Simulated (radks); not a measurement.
The numbers below are computed, except where a source is named.
Au, configuration [Xe] 4f14 5d10 6s1 (the NIST ground configuration). Code: a radial shooting solver on a logarithmic mesh with Libxc functionals. Model: Dirac Kohn-Sham, LDA (Slater exchange, Perdew-Wang correlation), spin-unpolarised, spherical densities, point nucleus.

Unscreened Slater integrals over Kohn-Sham orbitals (eV). Large and small components are both included. Empty in this configuration: 6p1/2.

| integral | value |
|---|---|
| F0(6s1/2,6s1/2) | 8.6791 |
| F0(6s1/2,5d5/2) | 10.343 |
| G2(6s1/2,5d5/2) | 2.6575 |
| F0(6s1/2,5d3/2) | 10.454 |
| G2(6s1/2,5d3/2) | 2.4122 |
| F0(6s1/2,5p3/2) | 10.980 |
| G1(6s1/2,5p3/2) | 0.76827 |
| F0(6s1/2,6p1/2) | 6.9063 |
| G1(6s1/2,6p1/2) | 4.0455 |
| F0(5d5/2,5d5/2) | 15.005 |
| F2(5d5/2,5d5/2) | 7.5182 |
| F4(5d5/2,5d5/2) | 4.8982 |
| F0(5d5/2,5d3/2) | 15.388 |
| F2(5d5/2,5d3/2) | 7.7259 |
| G2(5d5/2,5d3/2) | 7.7132 |
| G4(5d5/2,5d3/2) | 5.0354 |
| F0(5d5/2,5p3/2) | 17.633 |
| F2(5d5/2,5p3/2) | 8.4326 |
| G1(5d5/2,5p3/2) | 10.080 |
| G3(5d5/2,5p3/2) | 6.1895 |
| F0(5d5/2,6p1/2) | 7.5970 |
| G3(5d5/2,6p1/2) | 0.95039 |
| F0(5d3/2,5d3/2) | 15.799 |
| F2(5d3/2,5d3/2) | 7.9694 |
| F0(5d3/2,5p3/2) | 18.244 |
| F2(5d3/2,5p3/2) | 8.9267 |
| G1(5d3/2,5p3/2) | 10.893 |
| G3(5d3/2,5p3/2) | 6.6949 |
| F0(5d3/2,6p1/2) | 7.6407 |
| G1(5d3/2,6p1/2) | 1.1783 |
| F0(5p3/2,5p3/2) | 22.204 |
| F2(5p3/2,5p3/2) | 11.917 |
| F0(5p3/2,6p1/2) | 7.8371 |
| G2(5p3/2,6p1/2) | 0.25488 |
| F0(6p1/2,6p1/2) | 5.9037 |
